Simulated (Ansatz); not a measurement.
`Br[SiH]1CCO1` + H₂O → `O[SiH]1CCO1` + HBr  (formal hydrolysis of the Si–Br bond)

Calculated with Ansatz (gas phase, PBE0-D4/def2-TZVP geometries, no zero-point term in ΔE). CCSD(T)/CBS is the MP2 limit (def2-TZVPP, def2-QZVPP) plus CCSD(T) − MP2 in def2-TZVPP, frozen cores. This one scheme is used for every species. Functionals use def2-TZVPP. For Br outer-core shells are correlated without core-valence functions, which leaves a few kJ/mol of doubt a bond. Scalar relativity is left out up to krypton. Each species was taken in one conformer, which may not be the lowest.

Problem. Is it downhill or uphill in electronic energy at CCSD(T)/CBS, and by how much? (An estimate is asked.)

Solution. The calculation gave: Downhill: ΔE = -1.4 kcal/mol.

Problem. What do these levels give: ωB97X-V, B2PLYP, PBE, HF/def2-TZVPP, MP2/def2-QZVPP, SCS-MP2/def2-QZVPP? (Estimate.)

Solution. The calculation gave: ωB97X-V -2.9, B2PLYP -3.5, PBE -1.3, HF/def2-TZVPP -4.6, MP2/def2-QZVPP -0.9, SCS-MP2/def2-QZVPP -2.1 kcal/mol.

Largest T1 diagnostic among the species: 0.012.

The D4 term adds +1.1 kcal/mol with B3LYP and +0.6 kcal/mol with PBE0; it sums over pairs of atoms, weighted by their polarisabilities, and B3LYP, whose exchange is more repulsive, gets the larger term. In def2-TZVPP, CCSD(T) changes the Hartree–Fock value by +1.4 kcal/mol (the triples alone add +0.4 kcal/mol) and MP2 by +2.7 kcal/mol.

B3LYP here is the variant with VWN-RPA as its local correlation; programs differ in this.
